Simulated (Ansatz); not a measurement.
A run of Ansatz (development build ahead of 0.2.0) on triplet C8H6 at this shape:

```xyz
14

C     0.0000    0.7050    0.0000
C    -1.3410    1.1407    0.0000
C    -2.1698    0.0000    0.0000
C    -1.3410   -1.1407    0.0000
C     0.0000   -0.7050    0.0000
C     1.3410    1.1407    0.0000
C     2.1698    0.0000    0.0000
C     1.3410   -1.1407    0.0000
H    -1.6763    2.1726    0.0000
H    -3.2548    0.0000    0.0000
H    -1.6763   -2.1726    0.0000
H     1.6763    2.1726    0.0000
H     3.2548    0.0000    0.0000
H     1.6763   -2.1726    0.0000
```

Its results:

```yaml
Converged: yes
Total_energy: -307.76523 hartree
Spin_squared_of_the_determinant: 2.000
Stability_test: minimum among restricted orbitals
```

**Question.** Which input gives this output? Name the method, the orbitals and the basis set, and write the input.

**Answer.** PBE0 (restricted open-shell) in def2-SVP.

```yaml
crystal:
  periodic: [false, false, false]
  atoms:
    - { symbol: C, position_ang: [0.0, 0.705, 0.0] }
    - { symbol: C, position_ang: [-1.34099, 1.14071, 0.0] }
    - { symbol: C, position_ang: [-2.16977, 0.0, 0.0] }
    - { symbol: C, position_ang: [-1.34099, -1.14071, 0.0] }
    - { symbol: C, position_ang: [0.0, -0.705, 0.0] }
    - { symbol: C, position_ang: [1.34099, 1.14071, 0.0] }
    - { symbol: C, position_ang: [2.16977, 0.0, 0.0] }
    - { symbol: C, position_ang: [1.34099, -1.14071, 0.0] }
    - { symbol: H, position_ang: [-1.67627, 2.17261, 0.0] }
    - { symbol: H, position_ang: [-3.25477, 0.0, 0.0] }
    - { symbol: H, position_ang: [-1.67627, -2.17261, 0.0] }
    - { symbol: H, position_ang: [1.67627, 2.17261, 0.0] }
    - { symbol: H, position_ang: [3.25477, 0.0, 0.0] }
    - { symbol: H, position_ang: [1.67627, -2.17261, 0.0] }
basis:
  gaussian: { orbitals: def2-SVP }
magnetization:
  initial_magnetization: 2
hamiltonian:
  xc: pbe0
```

Caution: another spin multiplicity may lie lower.
